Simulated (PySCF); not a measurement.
HOSc.

```xyz
3

Sc     0.0000     0.0000     0.5698
O      0.0000     0.0000    -1.2223
H      0.0000     0.0000    -2.1877
```
Charge 0, spin multiplicity 1.

Geometry: PBE-D3(BJ)/def2-TZVP. The multiplicity is an assumed one; other spin states were not compared.

The numbers are results of PBE/pcSseg-2 (PySCF), not measurements. Non-relativistic, no solvent.

Computed absolute GIAO shielding of each atom: isotropic value and principal components (ppm):
```csv
atom,σ(iso),σ11,σ22,σ33,span
Sc1,343.4,-247.0,-247.0,1524.0,1771.0
O2,25.5,-171.8,-171.8,420.0,591.8
H3,30.3,21.8,21.8,47.5,25.7
```
